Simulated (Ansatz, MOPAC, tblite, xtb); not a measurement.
How methods differ on SnCl3F (SMILES [F][Sn]([Cl])([Cl])[Cl])

SnCl3F: 5 atoms, total charge 0, spin state singlet. As SMILES, `[F][Sn]([Cl])([Cl])[Cl]`. The coordinates come from a PBE0-D4/def2-TZVP relaxation.

```xyz
5

F    -0.3645   -0.1458    1.8810
Sn   -0.0056   -0.0023    0.0291
Cl    1.7364   -1.3963   -0.4362
Cl   -1.8955   -0.6281   -1.0805
Cl    0.5293    2.1725   -0.3935
```

Quantity: the dipole moment, in D. The values are calculated.

```csv
level,kind,program,value (D),less CCSD(T)/def2-SVP,CPU time
IPEA1-xTB,semi-empirical,tblite,1.50,+0.30,under 2 s
PM6,semi-empirical,MOPAC,0.82,-0.38,under 2 s
GFN0-xTB,semi-empirical,xtb,2.49,+1.29,under 2 s
GFN2-xTB,semi-empirical,xtb,1.57,+0.37,under 2 s
HF/def2-SVP (core potential),Hartree–Fock,Ansatz,1.34,+0.14,6.1 s
BLYP/def2-SVP (core potential),GGA,Ansatz,1.04,-0.16,11 s
PBE0/def2-SVP (core potential),global hybrid,Ansatz,1.11,-0.09,15 s
MP2/def2-SVP (core potential),perturbation theory,Ansatz,1.13,-0.07,14 s
CCSD(T)/def2-SVP (core potential),coupled cluster or CI,Ansatz,1.20,0.00,2.6 min
```

CCSD(T)/def2-SVP (core potential) is the highest level here, not the true value. The values span 0.82 to 2.49 D. In the correlated wave-function rows the outer d shell of Sn is correlated, in sets not made for it. Magnitudes only: a small dipole may point the other way at some levels. CPU times are rough (shared hosts, several kinds of processor): they show what a rung costs within a factor of a few.
